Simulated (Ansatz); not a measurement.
Species: CuF2, net charge 0, doublet state. The spin state was set by rule; other spins were not relaxed. SMILES: [F][Cu][F]
Geometry: optimised at B3LYP-D3(BJ)/def2-TZVP (Ansatz, a program for electronic structure).

Wanted: atomisation energy (electronic, to ground-state atoms), in kJ/mol. Cores are frozen in the correlated levels unless marked. Open shells are spin-unrestricted. No spin-orbit coupling. Frozen are the shells of the preceding noble gas and the d and f shells that filled before the atom's block. Non-relativistic. The coupled-cluster limit lacks core correlation, which all-electron functionals hold. CBS marks a two-point X^-3 extrapolation of the correlation energy; Hartree-Fock from the larger set. The bracket is a focal-point correction in the basis named.

```csv
level,program,atomisation energy (kJ/mol)
HF/STO-3G,Ansatz,181.9
HSE06/def2-TZVPD,Ansatz,727.7
LC-wPBE-D4/def2-TZVPD,Ansatz + dftd4,759.3
RPA@PBE/def2-QZVPP,Ansatz,681.5
```

**Question.** Predict the RI-MP2/CBS(def2-TZVPPD,def2-QZVPPD)+[CCSD(T)-MP2]/def2-TZVPPD result (Ansatz).

**Answer.** 767.9 kJ/mol, so RPA@PBE/def2-QZVPP differs from it by -86.4 kJ/mol.
